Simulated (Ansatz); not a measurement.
This geometry of H$_{6}$S$_{2}$SiSn$_{2}$ (11 atoms, charge 0, multiplicity 1) is a first-order saddle point.

The calculation used RHF/def2-SVP (Ansatz 0.2.0).

```xyz
11
Properties=species:S:1:pos:R:3
S -0.831 2.968 1.312
Sn 0.717 1.377 0.287
S 1.074 -0.464 1.899
Si 0.153 -2.003 0.687
Sn -0.391 -0.566 -1.432
H -1.404 3.337 0.162
H 2.212 2.167 0.049
H 1.101 -3.107 0.419
H -1.048 -2.571 1.338
H 0.508 -0.884 -2.849
H -2.025 -0.311 -1.851
```

Task: Which two structures does it join? (They come from a converged band through this point; their orientation in space is the band's.)

Result: No bond is made or broken. The dihedral H6–S1–Sn2–S3 goes from 79 to -66°.

Image 0:

```xyz
11
Properties=species:S:1:pos:R:3
S -1.235 2.980 0.705
Sn 0.498 1.383 0.097
S 0.795 -0.342 1.860
Si 0.097 -2.001 0.665
Sn -0.336 -0.723 -1.580
H -0.491 3.701 1.551
H 1.964 2.252 -0.012
H 1.132 -3.052 0.547
H -1.124 -2.615 1.232
H 0.702 -1.051 -2.896
H -1.938 -0.591 -2.149
```

Image 6:

```xyz
11
Properties=species:S:1:pos:R:3
S -0.538 3.323 0.891
Sn 0.783 1.426 0.138
S 0.925 -0.319 1.902
Si 0.101 -1.918 0.705
Sn -0.349 -0.577 -1.498
H -1.705 2.677 0.970
H 2.332 2.104 -0.090
H 1.072 -3.019 0.521
H -1.125 -2.478 1.314
H 0.543 -0.983 -2.896
H -1.975 -0.293 -1.937
```

Task: How far does it lie above each of them?

Result: 0.060 eV above the first and 0.068 eV above the second. This is the barrier of this one path; another mechanism may lie lower.

Time of the run: 6.3 min on 2 threads of Arm Neoverse V1 (shared host), peak memory 0.43 GiB.
